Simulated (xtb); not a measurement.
C$_{3}$H$_{8}$N (SMILES [CH2]NCC), doublet, from a rough starting geometry; GFN2-xTB run with xtb 6.7.1.

The xtb input:
```
$ xtb mol.xyz --gfn 2 --uhf 1 --opt vtight --json

# file mol.xyz
12

C      1.95746774     0.46512765     0.38179239
N      0.66154414     0.48726572     0.47744436
C     -0.19425961    -0.25283640    -0.46287087
C     -1.61341345    -0.46740581     0.06010389
H      2.42624088    -0.26749568    -0.22905288
H      2.58596219     1.32658860     0.66421553
H      0.26377154     1.43257374     0.68900238
H     -0.24113095     0.26899383    -1.46654208
H      0.28503147    -1.24070302    -0.68822235
H     -1.59245334    -0.98123925     0.98173097
H     -2.17899662    -1.08653302    -0.62602477
H     -2.05016785     0.42719390     0.26008331
```

What the program printed (banner, timings and long lists left out):

```
   ID    Z sym.   atoms
    1    6 C      1, 3, 4
    2    7 N      2
    3    1 H      5-12

           -------------------------------------------------
          |                Calculation Setup                |
           -------------------------------------------------

           -------------------------------------------------
          |                 G F N 2 - x T B                 |
           -------------------------------------------------

          ...................................................
          :                      SETUP                      :
          :.................................................:
          :  # basis functions                  24          :
          :  # atomic orbitals                  24          :
          :  # shells                           16          :
          :  # electrons                        25          :
          :  max. iterations                   250          :
          :  Hamiltonian                  GFN2-xTB          :
          :  restarted?                      false          :
          :  GBSA solvation                  false          :
          :  PC potential                    false          :
          :  electronic temp.          300.0000000     K    :
          :  accuracy                    1.0000000          :
          :  -> integral cutoff          0.2500000E+02      :
          :  -> integral neglect         0.1000000E-07      :
          :  -> SCF convergence          0.1000000E-05 Eh   :
          :  -> wf. convergence          0.1000000E-03 e    :
          :  Broyden damping             0.4000000          :
          :  net charge                          0          :
          :  unpaired electrons                  1          :
          ...................................................

 iter      E             dE          RMSdq      gap      omega  full diag
   1    -13.4785233 -0.134785E+02  0.281E+00    7.48       0.0  T
   2    -13.5216884 -0.431651E-01  0.181E+00    6.74       1.0  T
   3    -13.5243493 -0.266092E-02  0.104E+00    7.06       1.0  T
   4    -13.5245005 -0.151165E-03  0.213E-01    7.00       1.0  T
   5    -13.5245630 -0.625203E-04  0.591E-02    7.01       1.0  T
   6    -13.5245663 -0.331274E-05  0.296E-02    7.01       1.0  T
   7    -13.5245666 -0.328975E-06  0.329E-03    7.02       8.8  T
   8    -13.5245667 -0.219073E-07  0.134E-03    7.02      21.5  T
   9    -13.5245667 -0.735342E-08  0.422E-04    7.02      68.3  T
  10    -13.5245667 -0.784588E-09  0.142E-04    7.02     203.8  T

   *** convergence criteria satisfied after 10 iterations ***

         :::::::::::::::::::::::::::::::::::::::::::::::::::::
         ::                     SUMMARY                     ::
         :::::::::::::::::::::::::::::::::::::::::::::::::::::
         :: total energy             -13.322547448074 Eh    ::
         :: gradient norm              0.167798754800 Eh/a0 ::
         :: HOMO-LUMO gap              7.015892236154 eV    ::
         ::.................................................::
         :: SCC energy               -13.524565070906 Eh    ::
         :: -> isotropic ES            0.007466946007 Eh    ::
         :: -> anisotropic ES          0.004714489141 Eh    ::
         :: -> anisotropic XC          0.009265615636 Eh    ::
         :: -> dispersion             -0.005097371251 Eh    ::
         :: repulsion energy           0.202017622832 Eh    ::
         :: add. restraining           0.000000000000 Eh    ::
         :: total charge              -0.000000000000 e     ::
         :::::::::::::::::::::::::::::::::::::::::::::::::::::

      -----------------------------------------------------------
     |                   =====================                   |
     |                        A N C O P T                        |
     |                   =====================                   |
     |               Approximate Normal Coordinate               |
     |                Rational Function Optimizer                |
      -----------------------------------------------------------
      -----------------------------------------------------------
     |                   =====================                   |
     |                        A N C O P T                        |
     |                   =====================                   |
     |               Approximate Normal Coordinate               |
     |                Rational Function Optimizer                |
      -----------------------------------------------------------

          ...................................................
          :                      SETUP                      :
          :.................................................:
          :   optimization level         verytight          :
          :   max. optcycles                   240          :
          :   ANC micro-cycles                  20          :
          :   degrees of freedom                30          :
          :.................................................:
          :   RF solver                   davidson          :
          :   write xtbopt.log                true          :
          :   linear?                        false          :
          :   energy convergence         0.1000000E-06 Eh   :
          :   grad. convergence          0.2000000E-03 Eh/α :
          :   maxmium RF displ.          1.0000000          :
          :   Hlow (freq-cutoff)         0.1000000E-01      :
          :   Hmax (freq-cutoff)         5.0000000          :
          :   S6 in model hess.         20.0000000          :
          ...................................................

generating ANC from exact Hessian ...
Using Lindh-Hessian (1995)
 Shifting diagonal of input Hessian by    4.0208053242873501E-003
 Lowest  eigenvalues of input Hessian
    0.000000    0.000000    0.000000    0.000000    0.000000    0.000000
[...]
 * total energy  :   -13.3388258 Eh     change       -0.1595195E-03 Eh
 * total energy  :   -13.3388946 Eh     change       -0.6882472E-04 Eh
 * total energy  :   -13.3389367 Eh     change       -0.4207079E-04 Eh
 * total energy  :   -13.3389624 Eh     change       -0.2567688E-04 Eh
 * total energy  :   -13.3389865 Eh     change       -0.2415229E-04 Eh
 * total energy  :   -13.3390026 Eh     change       -0.1605692E-04 Eh
 * total energy  :   -13.3390109 Eh     change       -0.8295415E-05 Eh
 * total energy  :   -13.3390146 Eh     change       -0.3776420E-05 Eh
 * total energy  :   -13.3390194 Eh     change       -0.4747723E-05 Eh
 * total energy  :   -13.3390200 Eh     change       -0.5729590E-06 Eh
 * total energy  :   -13.3390202 Eh     change       -0.2440690E-06 Eh
 * total energy  :   -13.3390203 Eh     change       -0.1002268E-06 Eh
 * total energy  :   -13.3390204 Eh     change       -0.7486733E-07 Eh
   *** GEOMETRY OPTIMIZATION CONVERGED AFTER 25 ITERATIONS ***
[...]
         :: total energy             -13.339020380123 Eh    ::
         :: gradient norm              0.000043039090 Eh/a0 ::
         :: HOMO-LUMO gap              8.076781589348 eV    ::
         ::.................................................::
         :: SCC energy               -13.522572689057 Eh    ::
         :: -> isotropic ES            0.008114624655 Eh    ::
         :: -> anisotropic ES          0.004481801403 Eh    ::
         :: -> anisotropic XC          0.009862448766 Eh    ::
         :: -> dispersion             -0.005076941341 Eh    ::
         :: repulsion energy           0.183552308934 Eh    ::
         :: add. restraining           0.000000000000 Eh    ::
         :: total charge              -0.000000000000 e     ::
         :::::::::::::::::::::::::::::::::::::::::::::::::::::

           -------------------------------------------------
          |                Property Printout                |
           -------------------------------------------------

    * Orbital Energies and Occupations

         #    Occupation            Energy/Eh            Energy/eV
      -------------------------------------------------------------
         1        2.0000           -0.6390057             -17.3882
         2        2.0000           -0.6091813             -16.5767
         3        2.0000           -0.5789802             -15.7549
         4        2.0000           -0.5620695             -15.2947
         5        2.0000           -0.5312493             -14.4560
         6        2.0000           -0.5080151             -13.8238
         7        2.0000           -0.4983726             -13.5614
         8        2.0000           -0.4679985             -12.7349
         9        2.0000           -0.4629780             -12.5983
        10        2.0000           -0.4490792             -12.2201
        11        2.0000           -0.4343917             -11.8204
        12        2.0000           -0.4088773             -11.1261
        13        1.0000           -0.2535760              -6.9002 (HOMO)
        14                          0.0432402               1.1766 (LUMO)
        15                          0.1057039               2.8763
        16                          0.1236174               3.3638
        17                          0.1531969               4.1687
        18                          0.1687214               4.5911
        19                          0.1885402               5.1304
        20                          0.2010414               5.4706
        21                          0.2395221               6.5177
        22                          0.2674938               7.2789
        23                          0.3110353               8.4637
        24                          0.3674948              10.0000
      -------------------------------------------------------------
                  HL-Gap            0.2968163 Eh            8.0768 eV
             Fermi-level           -0.2181973 Eh           -5.9375 eV

     #   Z          covCN         q      C6AA      α(0)
     1   6 C        2.771    -0.116    30.922     9.107
     2   7 N        2.681    -0.159    24.438     7.342
     3   6 C        3.739     0.013    20.441     6.451
     4   6 C        3.753    -0.112    22.706     6.795
     5   1 H        0.926     0.013     2.837     2.634
     6   1 H        0.926     0.012     2.865     2.647
     7   1 H        0.860     0.148     1.415     1.863
     8   1 H        0.923     0.025     2.664     2.553
     9   1 H        0.924     0.048     2.347     2.396
    10   1 H        0.925     0.048     2.343     2.394
    11   1 H        0.925     0.043     2.415     2.430
    12   1 H        0.925     0.038     2.469     2.457

 Mol. C6AA /au·bohr⁶  :       1032.084393
 Mol. C8AA /au·bohr⁸  :      21287.493717
 Mol. α(0) /au        :         49.068870

Wiberg/Mayer (AO) data.
largest (>0.10) Wiberg bond orders for each atom

 ---------------------------------------------------------------------------
     #   Z sym  total        # sym  WBO       # sym  WBO       # sym  WBO
 ---------------------------------------------------------------------------
     1   6 C    3.353 --     2 N    1.344     6 H    0.983     5 H    0.982
     2   7 N    3.339 --     1 C    1.344     3 C    1.011     7 H    0.950
     3   6 C    3.983 --     4 C    1.015     2 N    1.011     9 H    0.972
                             8 H    0.962
     4   6 C    3.996 --     3 C    1.015    10 H    0.987    12 H    0.987
                            11 H    0.986
     5   1 H    1.000 --     1 C    0.982
     6   1 H    1.000 --     1 C    0.983
     7   1 H    0.978 --     2 N    0.950
     8   1 H    0.999 --     3 C    0.962
     9   1 H    0.998 --     3 C    0.972
    10   1 H    0.998 --     4 C    0.987
    11   1 H    0.998 --     4 C    0.986
    12   1 H    0.999 --     4 C    0.987
 ---------------------------------------------------------------------------

Topologies differ in total number of bonds
Writing topology from bond orders to xtbtopo.mol

molecular dipole:
                 x           y           z       tot (Debye)
 q only:       -0.569      -0.018      -0.052
   full:       -0.615       0.067      -0.057       1.579
molecular quadrupole (traceless):
                xx          xy          yy          xz          yz          zz
 q only:       -1.579      -0.460       1.267      -0.347       0.677       0.311
  q+dip:       -2.662      -1.550       2.560       0.311       1.342       0.102
   full:       -2.214      -1.259       2.211       0.260       1.353       0.003

optimized geometry written to: xtbopt.xyz

           -------------------------------------------------
          | TOTAL ENERGY              -13.339020380123 Eh   |
          | GRADIENT NORM               0.000043039090 Eh/α |
          | HOMO-LUMO GAP               8.076781589348 eV   |
           -------------------------------------------------
```
